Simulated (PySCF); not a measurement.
Compound: C5H7FOSi.
Cartesian coordinates in Å at the GFN2-xTB level; atoms count from 1:
```
atom  x, y, z in Å
C1     0.073    0.544   -1.615
C2    -0.671    0.262   -0.551
C3    -2.127    0.621   -0.501
Si4    0.014   -0.607    0.981
C5     1.870   -0.943    0.724
F6     2.171   -1.965   -0.123
C7     2.745   -0.213    1.332
O8     3.347    0.553    1.974
H9    -0.335    1.039   -2.483
H10    1.119    0.290   -1.666
H11   -2.442    1.123   -1.414
H12   -2.322    1.277    0.346
H13   -2.731   -0.274   -0.367
H14   -0.598   -1.927    1.164
H15   -0.118    0.227    2.177
```

Computed with TDDFT PBE0/def2-SVPD, vertical, gas phase, core orbitals frozen in the response (PySCF 2.14.0, density-fitted response routines).

Transition dipole moments from the ground state, in atomic units and in the frame of the coordinates above (overall signs are arbitrary), for the states with f of 0.002 or more among the lowest 8:

| state | E (eV) | μx | μy | μz |
| --- | --- | --- | --- | --- |
| S1 | 2.768 | -0.013 | 0.118 | -0.124 |
| S4 | 5.758 | 0.221 | -0.082 | 0.200 |
| S5 | 6.168 | 0.069 | -0.102 | 0.082 |
| S7 | 6.643 | -0.448 | -0.100 | -0.241 |
| S8 | 6.894 | 0.125 | -0.054 | 0.757 |

Q: Work out the oscillator strengths.

A: f = (2/3) ΔE |μ|² with ΔE in hartree (27.2114 eV).

| state | \|μ\|² (au) | \|μ\| (D) | f |
| --- | --- | --- | --- |
| S1 | 0.029 | 0.44 | 0.002 |
| S4 | 0.095 | 0.78 | 0.013 |
| S5 | 0.022 | 0.38 | 0.003 |
| S7 | 0.269 | 1.32 | 0.044 |
| S8 | 0.592 | 1.96 | 0.100 |

Q: Which bond between heavy atoms lies closest to the direction of the S8 transition dipole?

A: C2–Si4, at 27° from it; next C1–C2 at 45°.

Q: What angle do the transition dipoles of S4 and S7 make?

A: |cos θ| = |μa·μb| / (|μa| |μb|) = 0.87, so θ ≈ 30° (taken between 0 and 90°, since the signs are arbitrary).

Q: How is the summed strength of these states shared among x, y and z?

A: (2/3) Σ ΔE μα² gives 0.043 for x, 0.006 for y and 0.114 for z, 0.163 in all.

Q: What peak molar absorption coefficient would the strongest computed level give as a lone Gaussian band 0.5 eV wide at half height?

A: ε(max) = 2.175×10⁸ f / FWHM, with the width in cm⁻¹. S8: 2.175×10⁸ × 0.1001 / 4033 ≈ 5400 L mol⁻¹ cm⁻¹.

The run took 50 s (grids of density and orbitals included) on Arm Neoverse V1, one thread, on a shared host, and the process peaked at 0.90 GiB of memory.

One conformer stands for the species.
